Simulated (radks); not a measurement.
Species: the lutetium ion Lu3+. Configuration: [Xe] 4f14.

All-electron calculation, scalar-relativistic Kohn-Sham, PBE, spin-unpolarised, spherical densities, point nucleus. Program: a radial shooting solver on a logarithmic mesh with Libxc functionals.

Energy parts (hartree):
total: -14561.8524
kinetic: 15913.9882
electron-nucleus: -35820.5337
Hartree: 5644.1869
exchange-correlation: -299.4938

Orbitals (lengths in bohr, moments of r in powers of bohr; r(90%) holds 90 % of the orbital's charge):
1s: occ. 2; eigenvalue (hartree) -2325.251; r(90%) 0.0351; <r^4> 7.066e-07
2s: occ. 2; eigenvalue (hartree) -396.6226; r(90%) 0.127; <r^4> 0.0001080
2p: occ. 6; eigenvalue (hartree) -349.0081; r(90%) 0.119; <r^4> 0.00008345
3s: occ. 2; eigenvalue (hartree) -90.63610; r(90%) 0.312; <r^4> 0.004021
3p: occ. 6; eigenvalue (hartree) -76.35015; r(90%) 0.317; <r^4> 0.004285
3d: occ. 10; eigenvalue (hartree) -59.21289; r(90%) 0.299; <r^4> 0.003332
4s: occ. 2; eigenvalue (hartree) -18.82524; r(90%) 0.687; <r^4> 0.09681
4p: occ. 6; eigenvalue (hartree) -14.13938; r(90%) 0.739; <r^4> 0.1291
4d: occ. 10; eigenvalue (hartree) -8.03028; r(90%) 0.823; <r^4> 0.1981
4f: occ. 14; eigenvalue (hartree) -1.33053; r(90%) 1.23; <r^4> 1.266
5s: occ. 2; eigenvalue (hartree) -3.22314; r(90%) 1.68; <r^4> 3.460
5p: occ. 6; eigenvalue (hartree) -2.13008; r(90%) 2.01; <r^4> 6.967

The highest occupied level is 4f at -36.205 eV. The density falls to 0.001 e/bohr^3 at r = 3.06 bohr.
